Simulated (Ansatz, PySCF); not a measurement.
Ga(H)(Cl)(OMe) (CH4ClGaO), SMILES C[O][GaH][Cl].

Geometry: PBE0-D3(BJ)/def2-SVP. The structure was generated by enumeration; whether it is a known compound was not checked. One conformer was computed; it need not be the lowest.

Vertical ionisation energy (IE) and electron affinity (EA) in eV. Rows of orbital energies are one-electron estimates. Where ΔSCF, EOM or ADC give a negative EA the extra electron is unbound and the value depends on the basis.

```csv
level,IE,EA
"−ε(HOMO), −ε(LUMO), B3LYP/def2-TZVP (PySCF)",7.94,1.43
"−ε(HOMO), −ε(LUMO), PBE/def2-TZVP (PySCF)",6.70,1.92
"ΔSCF, PBE0/def2-SVPD (Ansatz), final states of multiplicity 2 and 2",…,…
"ΔSCF, PBE/def2-SVPD (Ansatz), final states of multiplicity 2 and 2",10.00,-0.33
```

Question: Fill in the missing entries. (Estimate from the structure and the level; the computed values follow.)

Answer: 
- ΔSCF, PBE0/def2-SVPD (Ansatz, an electronic-structure program), final states of multiplicity 2 and 2, IE: 10.37
- ΔSCF, PBE0/def2-SVPD (Ansatz), final states of multiplicity 2 and 2, EA: -0.34

Question: What vertical singlet–triplet gap does ΔSCF give with PBE0/def2-SVPD (Ansatz) and with PBE/def2-SVPD (Ansatz)? (The exact figures need the calculation; the answer reports its results.)

Answer: 5.53 and 5.12 eV (triplet above singlet where positive).
